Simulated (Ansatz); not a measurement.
Reaction (formal exchange of groups at the Si–O bond): `CO[SiH](F)O[SiH2]Cl` + BH₃ → `B[SiH2]Cl` + `CO[SiH](O)F`

Program: Ansatz. Geometries: PBE0-D4/def2-TZVP. ΔE: electronic, gas phase. CCSD(T)/CBS adds triple-zeta CCSD(T) − MP2 to the extrapolated MP2 energy (def2 sets, frozen cores). This one scheme is used for every species. Functionals use def2-TZVPP. Each species was taken in one conformer, which may not be the lowest.

Problem. Is it downhill or uphill in electronic energy at CCSD(T)/CBS, and by how much? (Best estimate.)

Solution. Ansatz gave: Uphill: ΔE = +136.2 kJ/mol.

Problem. What do these levels give: r2SCAN-D4, PBE0-D4, ωB97X-V, ωB97M-V, B2PLYP, r2SCAN, PBE0, SCS-MP2/def2-TZVPP, CCSD(T)/def2-TZVPP, HF/CBS(def2), MP2/CBS(def2), CCSD/CBS(def2)? (An estimate is asked.)

Solution. The calculation gave: r2SCAN-D4 129.3, PBE0-D4 120.9, ωB97X-V 132.2, ωB97M-V 136.2, B2PLYP 136.2, r2SCAN 126.9, PBE0 114.6, SCS-MP2/def2-TZVPP 145.4, CCSD(T)/def2-TZVPP 135.5, HF/CBS(def2) 156.0, MP2/CBS(def2) 144.7, CCSD/CBS(def2) 137.6 kJ/mol.

Largest T1 diagnostic among the species: 0.011.

In def2-TZVPP, CCSD(T) changes the Hartree–Fock value by −17.5 kJ/mol (the triples alone add −1.4 kJ/mol) and MP2 by −9.0 kJ/mol. The D4 term adds +10.2 kJ/mol with B3LYP and +6.3 kJ/mol with PBE0; it sums over pairs of atoms, weighted by their polarisabilities, and B3LYP, whose exchange is more repulsive, gets the larger term.

B3LYP here is the variant with VWN-RPA as its local correlation; programs differ in this.
